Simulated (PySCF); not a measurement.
Does the structure fit the spectrum?

A compound C$_{5}$H$_{10}$F$_{2}$OSi gives the data below (simulated from a calculation) and was assigned the structure `CCC([SiH2]OC)=C(F)F`.

¹³C{¹H} NMR (computed): δ 167.2 (C), 80.1 (C), 64.2 (CH2), 20.0 (CH3), 11.9 (CH3).

¹H NMR (400 MHz, computed): δ 5.26 (s, 2H), 4.16 (q, 2H), 1.85 (s, 3H), 1.35 (t, 3H).

- shieldings: GIAO PBE0/pcSseg-1
- coordinates at the GFN2-xTB level
- program: PySCF
- single conformer, one averaged value for each set of equivalent atoms, non-relativistic Hamiltonian, no solvent model

Referencing at the same level of theory: TMS for ¹H (σ = 31.72 ppm) and ¹³C (σ = 186.93 ppm).

Q: Compare with the shifts computed for the proposed structure, pairing carbons in order of shift.

A: Structure with atom numbers: `[CH3:1][CH2:2][C:3]([SiH2:4][O:5][CH3:6])=[C:7]([F:8])[F:9]`. Hydrogens are named by the atom that carries them.

```
atom  computed for proposal  given list  difference
  C7                  167.3       167.2        +0.1
  C3                   86.5        80.1        +6.4
  C6                   54.0        64.2       -10.2
  C2                   22.3        20.0        +2.3
  C1                   18.4        11.9        +6.5
```

The rms difference is 6.2 ppm and the largest -10.2 ppm at C6 (methyl carbon bonded to O). The carbon types in order of shift don't match either: C, C, CH3, CH2, CH3 for the proposal against C, C, CH2, CH3, CH3 in the data. The proposal doesn't fit.

Q: Which isomer fits?

A: `InChI=1S/C5H10F2OSi/c1-3-8-9-4(2)5(6)7/h3,9H2,1-2H3`.

Carbon types of the structure: 2 × C, 1 × CH2, 2 × CH3, leaving 2 H on heteroatoms. δC 167.2, 80.1: fully substituted alkene carbon. δC 64.2: sp3 CH2 bonded to O; deshielded by the electronegative neighbour. δC 20.0: methyl carbon; a saturated carbon with 1 carbon neighbour and no heteroatom attached. δC 11.9: allylic methyl carbon; aliphatic region, no heteroatom directly attached.

Other isomers checked: CO[Si@H](C)C(C)=C(F)F (rms 8.8 ppm).

The data come from this structure; uniqueness wasn't tested.

Splittings by ¹⁹F in the carbon and heteronuclear signals aren't shown, as no couplings were computed. Shifts are as computed. Against solution values, carbons near 30 ppm lie about +3 ppm off and those near 130 ppm about +5 ppm. Of 1211 compounds with measured shifts, 218 miss one by over three times the rms of a fit or turn the order of signals round; such compounds aren't used in these exercises. Multiplicities follow the n + 1 count of equivalent neighbours, as no J values were calculated; m marks all less simple cases, F and P coupling included.
